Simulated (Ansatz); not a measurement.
Calculated with Ansatz (gas phase, PBE0-D4/def2-TZVP geometries, no zero-point term in ΔE). CCSD(T)/CBS is the MP2 limit (def2-TZVPP, def2-QZVPP) plus CCSD(T) − MP2 in def2-TZVPP, frozen cores. DFT in def2-TZVPP. Elements past krypton have def2 core potentials. For Te outer-core shells are correlated without core-valence functions, which leaves a few kJ/mol of doubt a bond. One conformer a species, not always the lowest.

`NB(O)[TeH]` + `CC(F)S` → `NB(F)[TeH]` + `CC(O)S`  (formal exchange of groups at a B–O bond)

```tsv
level	ΔE (kcal/mol)	difference from CCSD(T)/CBS
BLYP-D4	-2.4	0.9
r2SCANh-D4	-2.8	0.5
BHLYP-D4	-2.8	0.5
ωB97X-V	-2.8	0.5
B2PLYP	-3.0	0.3
PBE-QIDH	-3.3	0.0
BLYP	-2.3	1.0
BHLYP	-2.8	0.5
LC-ωPBE	-2.7	0.6
RPA@PBE/def2-TZVPP	-3.7	-0.4
HF/def2-SVP	-2.8	0.5
CCSD(T)/def2-SVP	-4.0	-0.7
HF/def2-TZVPP	-3.0	0.3
MP2/def2-TZVPP	-3.8	-0.5
SCS-MP2/def2-QZVPP	-3.5	-0.2
HF/CBS(def2)	-3.0	0.3
CCSD(T)/CBS	-3.3	0
```

Largest T1 diagnostic among the species: 0.012.

Leaving LDA and LC-ωPBE aside and taking each functional with its dispersion term where it has one, the values spread over 0.9 kcal/mol, from PBE-QIDH to BLYP-D4.
